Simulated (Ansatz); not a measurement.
Total energies of Si₁₇OH₂₂, a nanocrystal with a defect cut from the lattice of silicon (double-bonded O in place of two caps) from Ansatz at PBE0-D4/def2-TZVP, gas phase (1 Eh = 27.2114 eV = 2625.5 kJ/mol). The reference geometry is relaxed at r2SCAN-D4/def2-SVP.

Cartesian coordinates in Å:
```
Si -3.610 -0.988 2.283
Si 0.454 -2.565 1.781
Si 0.590 0.753 -4.045
Si 2.274 -1.512 -1.333
Si -1.340 -0.286 -0.845
Si -0.389 1.195 2.554
Si 1.562 2.213 -0.618
Si 3.208 0.022 2.077
Si -3.507 -0.750 -0.055
Si -1.509 0.163 -3.147
Si 0.140 -2.077 -0.498
Si -2.548 0.793 3.392
Si 1.092 -0.599 2.904
Si 2.078 -1.034 -3.634
Si 1.390 2.664 -2.919
Si 3.046 0.428 -0.237
Si -0.543 1.635 0.249
O 2.834 -1.799 -4.751
H -5.047 -1.040 2.703
H -2.968 -2.279 2.682
H 1.576 -3.553 1.890
H -0.768 -3.177 2.389
H 0.503 0.995 -5.520
H 3.229 -2.647 -1.122
H 0.188 2.400 3.241
H 2.084 3.425 0.097
H 4.195 -1.077 2.324
H 3.688 1.262 2.768
H -4.035 -1.983 -0.723
H -4.376 0.404 -0.454
H -2.037 -1.044 -3.860
H -2.473 1.292 -3.354
H -0.366 -3.282 -1.235
H -2.493 0.510 4.862
H -3.363 2.034 3.184
H 1.192 -0.874 4.377
H 2.731 3.040 -3.470
H 0.444 3.804 -3.147
H 4.393 0.782 -0.796
H -1.518 2.752 0.008
```

| state | geometry | energy (Eh) |
| --- | --- | --- |
| charge 0 singlet | reference | -5008.16723 |
| charge 1 doublet | reference | -5007.87025 |
| charge -1 doublet | reference | -5008.22857 |
| charge -1 doublet | relaxed at r2SCAN-D4/def2-SVP | -5008.24102 |
| free Si atom (triplet) | – | -289.24943 |
| free O atom (triplet) | – | -75.01860 |
| free H atom (doublet) | – | -0.50104 |

Single mean-field runs in def2-TZVP are fitted with def2-universal-jkfit.

Problem. Work out the vertical ionisation energy to the doublet.

Solution. E(charge 1 doublet) − E(charge 0 singlet) = -5007.87025 − (-5008.16723) = 0.29698 Eh = 8.08 eV. For comparison, −ε of the highest occupied level is 6.90 eV at this level, 1.18 eV less.

Problem. Work out the vertical electron affinity, to the doublet.

Solution. E(charge 0 singlet) − E(charge -1 doublet) = -5008.16723 − (-5008.22857) = 0.06134 Eh = 1.67 eV. The basis lacks diffuse functions, which makes affinities too small.

Problem. Give the fundamental gap IE − EA, the Mulliken electronegativity (IE + EA)/2 and the hardness (IE − EA)/2.

Solution. From the values in Eh: IE − EA = 0.29698 − 0.06134 = 0.23564 Eh = 6.41 eV; (IE + EA)/2 = 4.88 eV; (IE − EA)/2 = 3.21 eV. The HOMO–LUMO gap of the same run is 4.23 eV, 2.18 eV smaller than the fundamental gap.

Problem. How much does the charge -1 doublet relax, and what is the adiabatic electron affinity?

Solution. Relaxation: -5008.22857 − (-5008.24102) = 0.01245 Eh = 0.34 eV. Adiabatic electron affinity: 0.07379 Eh = 2.01 eV, without zero-point energy. 

Problem. What is the binding energy per atom against free atoms?

Solution. Atoms: 17 × (-289.24943) + 1 × (-75.01860) + 22 × (-0.50104) = -5003.28179 Eh. Binding: -5003.28179 − (-5008.16723) = 4.88544 Eh = 132.94 eV, or 3.32 eV for each of 40 atoms (no zero-point energy, no counterpoise term).
